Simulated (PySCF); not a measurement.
# Ionisation energy of Sc⁺ by level of theory

Sc⁺ [Ar] 3d1 4s1 (3D) → Sc²⁺ [Ar] 3d1 (2D), as a difference of total energies. All numbers are calculated (PySCF 2.14, the spin-free X2C one-electron Hamiltonian (Gaussian nucleus), in aug-cc-pwCVTZ-DK with one added diffuse shell each of s, p, d, f, g type (11s10p8d5f4g, 152 functions)). The calculations carry no spin-orbit coupling.

Question: Order these methods by the ionisation energy they give, lowest first.
A. UHF
B. B3LYP
C. PBEsol
D. r2SCAN0

Answer: A (12.220 eV), D (12.830 eV), C (13.045 eV), B (13.134 eV).

The reference lies between the lowest fine-structure levels, while these numbers refer to the centres of the terms.

For comparison: 12.800 eV (measured; NIST Atomic Spectra Database, ionization energies).
